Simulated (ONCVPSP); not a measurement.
## An all-electron radial function and its pseudo partner (Yb)

Columns: radius, all-electron u(r) and pseudo u(r) of the 5s shell (level -59.34 eV) of ytterbium in the configuration [Kr] 4d10 4f13 5s2 5p6 5d1 6s2; PBE, scalar-relativistic, ONCV scheme, ONCVPSP 4.0.1.

```tsv
r (bohr)	all-electron	pseudo
0.155	0.3888	0.0627
0.310	-0.3962	0.1808
0.465	-0.4488	0.3739
0.620	0.1866	0.6135
0.775	0.7408	0.8390
0.930	1.0219	0.9907
1.085	1.0819	1.0380
1.240	1.0108	0.9877
1.395	0.8790	0.8722
1.550	0.7303	0.7294
1.705	0.5883	0.5882
1.860	0.4637	0.4636
2.015	0.3598	0.3597
2.170	0.2759	0.2758
2.325	0.2097	0.2096
2.480	0.1582	0.1582
2.635	0.1188	0.1188
2.790	0.0888	0.0888
2.945	0.0662	0.0662
3.100	0.0492	0.0492
3.255	0.0365	0.0365
3.410	0.0270	0.0270
3.565	0.0199	0.0199
3.720	0.0147	0.0147
3.875	0.0108	0.0108
4.030	0.0080	0.0079
```

Task: How many radial nodes do the two functions have?

Result: The all-electron 5s function has n − l − 1 = 4 (the table is too coarse to show those close to the nucleus); the pseudo-wave has 0, since the states of the same l below it are removed with the core.

Task: At about which radius was the pseudo-wave matched?

Result: 1.75 bohr, where the columns begin to agree (steps of 0.15 bohr).

Task: Is the pseudo-wave norm-conserving?

Result: Yes: the ONCV scheme keeps the norm inside the radius equal to the all-electron one, which fixes the energy derivative of the logarithmic derivative at the level.
